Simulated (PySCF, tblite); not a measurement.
Isomers of C7H5F3. All values are computed: GFN2-xTB (tblite) harmonic vibrations without scaling, gas phase. Against measured fundamentals such values can be off by several per cent, at times by over 20. One conformer each.

Electronic energies: PBE0/pcSseg-1 single points on the GFN2-xTB geometries (PySCF, gas phase).

```tsv
SMILES	electronic energy, lowest = 0 (kJ/mol)
C#CCC(=C)C(F)=C(F)F	422.4
C=C(F)C(=C)C#CC(F)F	367.9
FC(F)(F)c1ccccc1	0.0
FC(F)(F)C#CC1=CCC1	342.9
```

**Question.** How do GFN2-xTB zero-point energies change the relative energies?

**Answer.** 
```json
{"SMILES": "FC(F)(F)c1ccccc1", "ZPE (kJ/mol)": "265.3", "of it from modes above 1550 cm⁻¹": "111.8", "electronic (kJ/mol)": "0.0", "with ZPE, lowest = 0 (kJ/mol)": "0.0", "lowest mode (cm⁻¹)": "10", "rings": "1"}
{"SMILES": "FC(F)(F)C#CC1=CCC1", "ZPE (kJ/mol)": "258.0", "of it from modes above 1550 cm⁻¹": "114.6", "electronic (kJ/mol)": "342.9", "with ZPE, lowest = 0 (kJ/mol)": "335.6", "lowest mode (cm⁻¹)": "4i", "rings": "1"}
{"SMILES": "C=C(F)C(=C)C#CC(F)F", "ZPE (kJ/mol)": "252.8", "of it from modes above 1550 cm⁻¹": "126.2", "electronic (kJ/mol)": "367.9", "with ZPE, lowest = 0 (kJ/mol)": "355.5", "lowest mode (cm⁻¹)": "11", "rings": "0"}
{"SMILES": "C#CCC(=C)C(F)=C(F)F", "ZPE (kJ/mol)": "253.6", "of it from modes above 1550 cm⁻¹": "127.4", "electronic (kJ/mol)": "422.4", "with ZPE, lowest = 0 (kJ/mol)": "410.7", "lowest mode (cm⁻¹)": "36", "rings": "0"}
```

The zero-point energies span 12.5 kJ/mol, from `C=C(F)C(=C)C#CC(F)F` to `FC(F)(F)c1ccccc1`. Slightly imaginary modes are left out of the zero-point energy: `FC(F)(F)C#CC1=CCC1` 3.7i cm⁻¹. The order is unchanged.

**Question.** And how do the electronic energies of GFN2-xTB itself compare?

**Answer.** `FC(F)(F)c1ccccc1` 0.0; `FC(F)(F)C#CC1=CCC1` 271.8; `C=C(F)C(=C)C#CC(F)F` 306.0; `C#CCC(=C)C(F)=C(F)F` 333.3 kJ/mol, lowest = 0. Against the energies above, taken from the same isomer `FC(F)(F)c1ccccc1`, the largest difference is 89.1 kJ/mol.
